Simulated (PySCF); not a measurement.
Compound: C₂H₄BFO₂.
SMILES: `B(F)(O)OC=C`

Torsions of this conformer, `[CH2:1]=[CH:2][O:3][B:4]([OH:5])[F:6]`: C1–C2–O3–B4 -3°, C2–O3–B4–O5 0°, H–O5–B4–O3 180°.

The closed-shell ground state was solved at several levels (PySCF, density fitting, gas phase, non-relativistic). The structure is a single PBE0-D3(BJ)/def2-SVP conformer in the gas phase; no vibrational or solvent corrections.

```json
{"level": "PBE0/def2-SVPD", "basis functions": "161", "HOMO (eV)": "-7.30", "LUMO (eV)": "-0.01", "gap (eV)": "7.29", "dipole (D)": "1.36"}
{"level": "B3LYP/pcJ-1", "basis functions": "202", "HOMO (eV)": "-6.97", "LUMO (eV)": "0.03", "gap (eV)": "7.00", "dipole (D)": "1.44"}
{"level": "CAM-B3LYP/pcSseg-2", "basis functions": "272", "HOMO (eV)": "-8.62", "LUMO (eV)": "1.01", "gap (eV)": "9.63", "dipole (D)": "1.36"}
```

**Question.** What might PBE0/pcSseg-1 (122 basis functions) give for the same quantities?

**Answer.** HOMO -7.23 eV, LUMO 0.26 eV, gap 7.49 eV, dipole 1.43 D.

**Question.** Over all these levels, which gives the widest orbital gap and which the narrowest?

**Answer.** CAM-B3LYP/pcSseg-2 (range-separated hybrid) has the widest, 9.63 eV, and B3LYP/pcJ-1 (global hybrid, 20 % exact exchange) the narrowest, 7.00 eV. Functional and basis both differ between the two, so the spread mixes both effects.

**Question.** How far do the dipole and the HOMO energy spread over the levels?

**Answer.** The dipole runs from 1.36 to 1.44 D (mean 1.40 D) and the HOMO from -8.62 to -6.97 eV.
